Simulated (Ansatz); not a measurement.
Consider the cleavage of the Si–Al bond: `[CH3][Al]([SiH3])[BH]O` + `N[AsH2]` → `[SiH3]N[AsH2]` + `[CH3][AlH][BH]O`.

Isolated molecules relaxed with PBE0-D4/def2-TZVP in Ansatz; ΔE leaves out vibrations. CBS: MP2 limit from def2 TZ/QZ plus the TZ coupled-cluster correction, frozen cores. Functionals use def2-TZVPP. B3LYP here is the variant with VWN-RPA as its local correlation; programs differ in this. For As outer-core shells are correlated without core-valence functions, which leaves a few kJ/mol of doubt a bond. Scalar relativity is left out up to krypton. Each species was taken in one conformer, which may not be the lowest.

`[CH3][Al]([SiH3])[BH]O`:

Cartesian coordinates in Å:
```
C 0.681 1.820 -1.296
Al 0.294 0.345 -0.072
Si -1.632 -1.142 -0.551
B 1.342 -0.214 1.745
O 0.888 -1.273 2.459
H -0.166 2.515 -1.337
H 0.823 1.453 -2.318
H 1.569 2.390 -1.014
H -2.944 -0.430 -0.595
H -1.776 -2.189 0.514
H -1.503 -1.891 -1.836
H 2.314 0.313 2.222
H 0.112 -1.697 2.078
```

`N[AsH2]`:

Cartesian coordinates in Å:
```
N 0.549 0.745 0.244
As -0.416 -0.331 -0.916
H 0.511 0.463 1.214
H 1.516 0.798 -0.043
H -1.780 0.000 -0.323
H -0.381 -1.676 -0.175
```

`[SiH3]N[AsH2]`:

Z-matrix (Å, degrees):
```
Si
N 1 1.720
H 1 1.487 2 108.3
H 1 1.491 2 112.7 3 120.6
H 1 1.487 2 109.5 3 -120.2
As 2 1.845 1 125.8 3 177.4
H 2 1.006 1 119.8 3 -18.8
H 6 1.528 2 96.8 1 -52.1
H 6 1.533 2 98.4 1 39.9
```

`[CH3][AlH][BH]O`:

Cartesian coordinates in Å:
```
C -0.459 0.900 -1.352
Al -0.718 -0.645 -0.168
B 0.593 -0.952 1.536
O 1.601 -0.090 1.825
H -1.359 1.526 -1.362
H 0.385 1.546 -1.093
H -0.312 0.569 -2.387
H -1.921 -1.632 -0.524
H 0.521 -1.871 2.311
H 1.670 0.649 1.215
```

Q: Is it downhill or uphill in electronic energy at CCSD(T)/CBS, and by how much? (An estimate is asked.)

A: The calculation gave: Downhill: ΔE = -0.46 eV.

Q: What do these levels give: B97M-V, PBE0-D4, r2SCANh-D4, CAM-B3LYP-D4, revPBE, BLYP, B3LYP, r2SCAN0, CAM-B3LYP, CCSD(T)/def2-TZVPP, HF/def2-QZVPP, HF/CBS(def2)? (Best estimate.)

A: The calculation gave: B97M-V -0.47, PBE0-D4 -0.29, r2SCANh-D4 -0.38, CAM-B3LYP-D4 -0.51, revPBE -0.17, BLYP -0.36, B3LYP -0.42, r2SCAN0 -0.40, CAM-B3LYP -0.50, CCSD(T)/def2-TZVPP -0.44, HF/def2-QZVPP -0.66, HF/CBS(def2) -0.67 eV.

Largest T1 diagnostic among the species: 0.014.

From r2SCAN to r2SCAN0 (25 % exact exchange), in def2-TZVPP and without D4, ΔE moves by −0.04 eV. Leaving LDA and LC-ωPBE aside and taking each functional with its dispersion term where it has one, the values, not all of them listed here, spread over 0.33 eV, from BHLYP-D4 to PBE-D4. LDA lies −0.06 eV from PBE without D4.
